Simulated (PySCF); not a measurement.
Species: C4H3ClFO (doublet state).
Geometry (GFN2-xTB, Å), atoms numbered from 1 in this order:
```
atom  x, y, z in Å
C1    -1.160   -0.865   -0.321
C2    -0.227    0.312   -0.481
F3    -0.112    0.634   -1.810
Cl4   -0.949    1.804    0.333
C5     1.021    0.245    0.212
C6     2.232    0.581    0.360
O7     3.340    0.747    0.701
H8    -1.307   -1.080    0.732
H9    -0.715   -1.730   -0.809
H10   -2.115   -0.644   -0.791
```

The hyperfine couplings belong to this conformer and change with its torsions.

The species is `Cl[C@@](C)(F)[C]=C=O` [radical].

Method used: PySCF 2.14.0, UKS B3LYP, pcH-1 on C Cl F H O, non-relativistic, mean-field spin-orbit, GIAO. Geometry: GFN2-xTB, one conformer, isolated molecule. Couplings are sensitive to structure, and on GFN2-xTB geometries they can be far from those on DFT ones. The SCF solution wasn't tested for stability.

Principal values of hyperfine tensors in MHz (contact, dipolar and spin–orbit terms together), for some of the nuclei:

| atom | isotope | A1 | A2 | A3 |
| --- | --- | --- | --- | --- |
| C5 | 13C | -3.41 | -1.68 | 156.86 |
| C6 | 13C | -60.71 | -40.60 | -35.24 |
| O7 | 17O | -117.06 | 25.89 | 27.81 |
| C2 | 13C | -21.49 | -18.15 | -15.66 |
| F3 | 19F | -16.36 | -11.84 | 10.29 |
| C1 | 13C | 4.18 | 4.45 | 8.03 |
| H10 | 1H | 0.40 | 0.95 | 4.27 |
| H8 | 1H | -2.78 | -2.45 | 3.41 |

(1) Split each tensor into its isotropic and traceless parts, and turn a_iso into mT with g = 2.0078.

(2) What spin density at the nucleus of C6 lies behind its contact coupling (g_N = 1.40482)?

(3) Cl4 (35Cl, g_N = 0.54792) isn't in the table. Its spin density at the nucleus is 0.05914 bohr⁻³. What is its contact coupling?

(4) Name the largest traceless tensor T of the table and describe it.

(5) What first-order splitting does O7 cause when the field lies along A1, A2 or A3 of its tensor (g taken as isotropic, no quadrupole term)?

## Answers

(1) a_iso is a third of the trace, T = A − a_iso, and a(mT) = a(MHz)/(g × 13.996). The tensors hold a spin–orbit part: the run splits a_iso into a_FC + a_SO, and T includes its anisotropic share.

| atom | a_iso (MHz) | a_FC | a_SO | a_iso (mT) | T1 | T2 | T3 |
| --- | --- | --- | --- | --- | --- | --- | --- |
| C5 | 50.59 | 50.08 | 0.51 | 1.800 | -54.00 | -52.27 | 106.27 |
| C6 | -45.52 | -45.62 | 0.10 | -1.620 | -15.20 | 4.92 | 10.27 |
| O7 | -21.12 | -20.57 | -0.55 | -0.751 | -95.94 | 47.01 | 48.93 |
| C2 | -18.43 | -18.45 | 0.01 | -0.656 | -3.05 | 0.28 | 2.77 |
| F3 | -5.97 | -5.52 | -0.45 | -0.212 | -10.39 | -5.87 | 16.26 |
| C1 | 5.55 | 5.57 | -0.02 | 0.198 | -1.38 | -1.10 | 2.48 |
| H10 | 1.87 | 1.86 | 0.01 | 0.067 | -1.48 | -0.92 | 2.40 |
| H8 | -0.61 | -0.61 | 0.00 | -0.022 | -2.18 | -1.84 | 4.02 |

(2) a_FC = (2μ0/3) gₑ μB g_N μN ρ(0)/(2S·h) = 800.24 MHz × g_N × ρ(0)/(2S), with ρ in bohr⁻³. With a_FC = -45.62 MHz and 2S = 1, ρ(0) = -0.04058 bohr⁻³.

(3) By the same relation, a_FC = 25.9 MHz. The spin–orbit term adds +0.98 MHz. Its full tensor has the principal values -0.50, 0.39, 80.85 MHz.

(4) C5: -54.0, -52.3, 106.3 MHz (the dipolar term alone has -54.9, -51.9, 106.8), axial, in the ratio −1:−1:+2, the form that spin in one p orbital centred on that nucleus gives.

(5) 6 lines (I = 5/2), spaced by |A_i|/(g × 13.996): 4.17, 0.92, 0.99 mT along the axes of A1, A2 and A3.

The run took 45 s wall (grids of density and orbitals included) on one thread of an Intel Xeon at 2.60 GHz, shared host, and the process peaked at 0.82 GiB of memory.
